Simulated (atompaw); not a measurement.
## Which change was made? (P, PAW (atompaw))

```json
{
 "Element": "phosphorus",
 "Generator": "atompaw 4.2.0.5",
 "Type": "PAW",
 "Functional": "PBEsol",
 "Relativity": "non-relativistic",
 "Frozen core": "[Ne]",
 "Valence charge": "5",
 "Reference configuration": "3s2 3p3",
 "Partial waves": "3s (bound): rc 1.40 bohr; 3s channel at -0.05 Ry: rc 1.40 bohr; 3p (bound): rc 1.30 bohr; 3p channel at 3.95 Ry: rc 1.40 bohr",
 "Local potential": "troulliermartins scheme with l = 2 at -0.5 Ry, radius 1.20 bohr",
 "Core correction": "smooth core density matched at 1.30 bohr",
 "Augmentation charge": "sinc compensation charge, radius 1.35 bohr; PAW radius 1.40 bohr; waves and projectors: custom polynom2 7 10 vanderbiltortho"
}
```

Cutoffs, loose and tight: the cutoffs (Ry, on a coarse ladder) from which the occupation-weighted sum of valence levels, in a spherical-Bessel basis at the reference potential, stays within 10 and 1 mRy of its value at 400 Ry. They see the waves, projectors and local potential, not the compensation charge or the core.

The base gives: outcome: generated; cutoff, loose: 21 Ry; cutoff, tight: 40 Ry; bound ghosts: s, p.

(1) After one change the result is: outcome: generated; cutoff, loose: 18 Ry; cutoff, tight: 50 Ry; bound ghosts: p. Which change was it?
A. local potential bessel scheme, radius 1.20 bohr
B. wave 3p channel at 3.95 Ry: rc 1.40 bohr becomes 3p channel at 0.07 Ry: rc 1.40 bohr
C. augmentation sinc compensation charge, radius 1.35 bohr; PAW radius 1.40 bohr; waves and projectors: custom rrkj vanderbiltortho

Answers

(1) A. The others give: wave 3p channel at 3.95 Ry: rc 1.40 bohr becomes 3p channel at 0.07 Ry: rc 1.40 bohr → outcome: generated; cutoff, loose: 21 Ry; cutoff, tight: 25 Ry; bound ghosts: s | augmentation sinc compensation charge, radius 1.35 bohr; PAW radius 1.40 bohr; waves and projectors: custom rrkj vanderbiltortho → outcome: generated; cutoff, loose: 30 Ry; cutoff, tight: 40 Ry; bound ghosts: p, s.
